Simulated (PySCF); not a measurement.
A GIAO shielding run with PySCF (density fitting, non-relativistic, gas phase) on SMILES [Si@@H](/C(CC)=C\[SiH3])(C)O, C₅H₁₄OSi₂:

```
$ OMP_NUM_THREADS=1 python probes_run.py task.json out

{"job": {"kind": "nmr", "xc": "PBE0", "basis": "pcSseg-1"}, "charge": 0, "multiplicity": 1}
C      2.841996    -0.157059     0.333467
C      1.859185    -0.186862    -0.836380
C      0.473142     0.166055    -0.364313
C     -0.014836     1.385760    -0.606307
Si    -1.666637     2.135315    -0.133087
Si    -0.441626    -1.203423     0.584397
C     -2.019198    -1.663281    -0.371830
O     -0.733961    -0.802008     2.138461
H      2.873194     0.839059     0.770131
H      3.842647    -0.421969    -0.001388
H      2.533130    -0.858009     1.104728
H      1.853807    -1.187921    -1.273719
H      2.192496     0.518770    -1.602513
H      0.621244     2.068536    -1.170234
H     -2.595136     2.065912    -1.268105
H     -2.295696     1.478959     1.022961
H     -1.444493     3.541953     0.222065
H      0.411344    -2.372619     0.792472
H     -2.617920    -2.369464     0.195511
H     -1.784019    -2.124654    -1.325364
H     -2.635921    -0.792465    -0.575007
H     -1.263153    -0.041200     2.363203
```

Hardware: 1 thread of an Arm Neoverse N1, shared host. The job also computes population analyses, field gradients.

**Question.** How large is the calculation?

**Answer.** 80 electrons, 220 basis functions and 1186 auxiliary functions.

**Question.** How long does it take, and how much memory does it need?

**Answer.** 87 s of wall time, with 13 SCF cycles and 5 response iterations; peak memory 1.1 GiB. Times on a shared host scatter by some tens of per cent.
